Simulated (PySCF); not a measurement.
Input for PySCF: R-HF/STO-3G on C4H10 (SMILES CCCC), a point of a torsion scan.

```python
from pyscf import gto, scf, dft, mp
from pyscf.data.elements import chemcore

mol = gto.M(
    atom='''
    C    -1.60296008   -0.26430616    0.44755327
    C    -0.75487330    0.52719451   -0.54235098
    C     0.67575746   -0.00461914   -0.76174488
    C     0.89892908   -1.46262701   -0.37435597
    H    -1.13957518   -0.28489903    1.43161339
    H    -1.75119110   -1.28549862    0.10975287
    H    -2.57970761    0.20546702    0.54559419
    H    -0.69955018    1.56644122   -0.21421053
    H    -1.28194874    0.52260349   -1.50054792
    H     1.36954886    0.60004786   -0.17098419
    H     0.94708801    0.13195598   -1.80983794
    H     0.24600504   -2.12294906   -0.94111421
    H     0.72027254   -1.61968240    0.68506008
    H     1.92847263   -1.74195073   -0.58962767
    ''',
    basis='sto-3g',
    charge=0, spin=0, verbose=3, max_memory=1800)
mf = scf.RHF(mol)
mf.conv_tol = 1e-8
mf.max_cycle = 100
mf.kernel()
if not mf.converged:
    mf = mf.newton().run(mf.mo_coeff, mf.mo_occ)
```

The log:

```
converged SCF energy = -155.458720679584
```

The calculation finished and met its thresholds.

Cost: about 0.12 core-seconds (a rough figure).
